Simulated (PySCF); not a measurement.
PySCF 2.14 output of an unrestricted TPSS calculation on a single atom or ion in cc-pVTZ-PP with ECP10MDF (5s4p3d1f, 39 functions), with a scalar-relativistic core potential:

```
SCF conv_tol = 1e-09
number electrons alpha = 13  beta = 11
    J. Tao, J. P. Perdew, V. N. Staroverov, and G. E. Scuseria.,  Phys. Rev. Lett. 91, 146401 (2003)
    J. P. Perdew, J. Tao, V. N. Staroverov, and G. E. Scuseria.,  J. Chem. Phys. 120, 6898 (2004)
    J. Tao, J. P. Perdew, V. N. Staroverov, and G. E. Scuseria.,  Phys. Rev. Lett. 91, 146401 (2003)
    J. P. Perdew, J. Tao, V. N. Staroverov, and G. E. Scuseria.,  J. Chem. Phys. 120, 6898 (2004)
cycle= 1 E= -416.292903604136  delta_E= -0.0096  |g|= 0.0801  |ddm|= 0.252
cycle= 2 E= -416.293442570179  delta_E= -0.000539  |g|= 0.0489  |ddm|= 0.0915
cycle= 3 E= -416.293798540356  delta_E= -0.000356  |g|= 0.0029  |ddm|= 0.0392
cycle= 4 E= -416.293801530924  delta_E= -2.99e-06  |g|= 0.00027  |ddm|= 0.00597
cycle= 5 E= -416.293801566327  delta_E= -3.54e-08  |g|= 1.62e-05  |ddm|= 0.000576
cycle= 6 E= -416.293801566466  delta_E= -1.39e-10  |g|= 2.71e-07  |ddm|= 3.33e-05
converged SCF energy = -416.293801566466  <S^2> = 2.002937  2S+1 = 3.0019574
```

The run itself started from symmetry-adapted Hartree-Fock orbitals and held the occupation by maximum overlap, on a logarithmic radial grid, so the iterations belong to that start.

Question: Which element, charge and spin multiplicity is this?

Answer: Br+ (bromine, charge +1), multiplicity 3; the state was [Ar] 3d10 4s2 4p4, high-spin 3P determinant.

Energies and moments cover only the electrons outside the core potential.
